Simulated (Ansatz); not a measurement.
The inner images of a band of BFH2 + BrH (6 atoms, charge 0, multiplicity 1) are given out of order.

Method: RKS PBE/def2-SVP (Ansatz).

First end point:

```xyz
6
Properties=species:S:1:pos:R:3
B -0.007 0.282 -0.049
F -0.018 0.739 1.207
H 1.075 0.178 -0.598
H -1.084 0.107 -0.591
Br 0.092 -2.608 0.830
H 0.086 -1.980 2.124
```

Last end point:

```xyz
6
Properties=species:S:1:pos:R:3
B 0.015 -0.364 -0.074
F 0.008 0.125 1.663
H 1.067 0.089 -0.460
H -1.068 0.018 -0.449
Br 0.082 -2.333 0.332
H 0.041 -0.818 1.909
```

Problem. Put them in order from the first end to the last, with their energies above the first end.
A.
```xyz
6
Properties=species:S:1:pos:R:3
B 0.013 -0.291 -0.014
F 0.008 0.115 1.610
H 1.069 0.094 -0.458
H -1.069 0.024 -0.447
Br 0.082 -2.317 0.464
H 0.042 -0.908 1.767
```
B.
```xyz
6
Properties=species:S:1:pos:R:3
B -0.004 0.197 0.014
F -0.011 0.573 1.304
H 1.077 0.130 -0.539
H -1.081 0.062 -0.533
Br 0.093 -2.609 0.809
H 0.072 -1.635 1.867
```
C.
```xyz
6
Properties=species:S:1:pos:R:3
B -0.006 0.244 -0.024
F -0.014 0.637 1.257
H 1.075 0.167 -0.578
H -1.083 0.096 -0.571
Br 0.093 -2.628 0.831
H 0.079 -1.800 2.006
```
D.
```xyz
6
Properties=species:S:1:pos:R:3
B 0.010 -0.190 0.042
F 0.006 0.160 1.548
H 1.071 0.089 -0.465
H -1.072 0.018 -0.454
Br 0.084 -2.318 0.575
H 0.046 -1.042 1.676
```
E.
```xyz
6
Properties=species:S:1:pos:R:3
B 0.003 0.034 0.074
F -0.001 0.385 1.410
H 1.077 0.072 -0.489
H -1.077 0.000 -0.477
Br 0.088 -2.431 0.716
H 0.055 -1.343 1.689
```
F.
```xyz
6
Properties=species:S:1:pos:R:3
B 0.006 -0.078 0.076
F 0.000 0.264 1.478
H 1.072 0.081 -0.474
H -1.076 0.004 -0.463
Br 0.090 -2.352 0.649
H 0.052 -1.203 1.657
```
G.
```xyz
6
Properties=species:S:1:pos:R:3
B -0.001 0.129 0.051
F -0.006 0.490 1.357
H 1.078 0.096 -0.507
H -1.080 0.023 -0.495
Br 0.093 -2.531 0.761
H 0.061 -1.489 1.756
```

Solution. C (+0.01 eV), B (+0.03 eV), G (+0.09 eV), E (+0.24 eV), F (+0.49 eV), D (+0.64 eV), A (+0.56 eV).

The run took 2.3 min on 1 thread of Arm Neoverse V2 (shared host), peak memory 0.16 GiB.
